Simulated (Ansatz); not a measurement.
Job for Ansatz (an electronic-structure program): R-CCSD(T)/aug-cc-pV(D+d)Z on H9PSi2 (a complex), monomers drawn apart or pushed together. Files ending in .json are basis or fitting sets from the Basis Set Exchange.

Ansatz 0.2 input:
```yaml
crystal:
  periodic: [false, false, false]
  atoms:
    - {symbol: P, position_ang: [-0.36015277, 0.22824267, -0.07538392]}
    - {symbol: H, position_ang: [0.78130393, -0.17925121, 0.66057054]}
    - {symbol: H, position_ang: [0.36734412, 1.17819255, -0.83874835]}
    - {symbol: H, position_ang: [-0.74946775, 1.18355776, 0.89774846]}
    - {symbol: Si, position_ang: [0.84876002, 0.57066453, 6.68749328]}
    - {symbol: Si, position_ang: [-0.63655948, -1.24267544, 6.62555982]}
    - {symbol: H, position_ang: [0.19494890, 1.79554504, 6.16745325]}
    - {symbol: H, position_ang: [2.05007165, 0.28788111, 5.86619235]}
    - {symbol: H, position_ang: [1.27811163, 0.81986035, 8.08566438]}
    - {symbol: H, position_ang: [-1.82134097, -0.95807029, 7.47121552]}
    - {symbol: H, position_ang: [0.03048283, -2.46430051, 7.13796790]}
    - {symbol: H, position_ang: [-1.09714614, -1.50235097, 5.24045437]}
basis:
  gaussian:
    orbitals: aug-cc-pV_D+d_Z.json
magnetization: {spin_polarized: false}
correlation: {method: ccsd_t, electrons: outside_noble_gas}
scf: {lower_state_search: off}
```

Task: What total energy does the run end on?

Result: -924.2914 hartree (reference determinant -923.8302, T1 diagnostic 0.013).

Task: How many basis functions does it have, and what does it roughly cost on one machine?

Result: 177 functions; about 90 core-seconds (a rough figure).
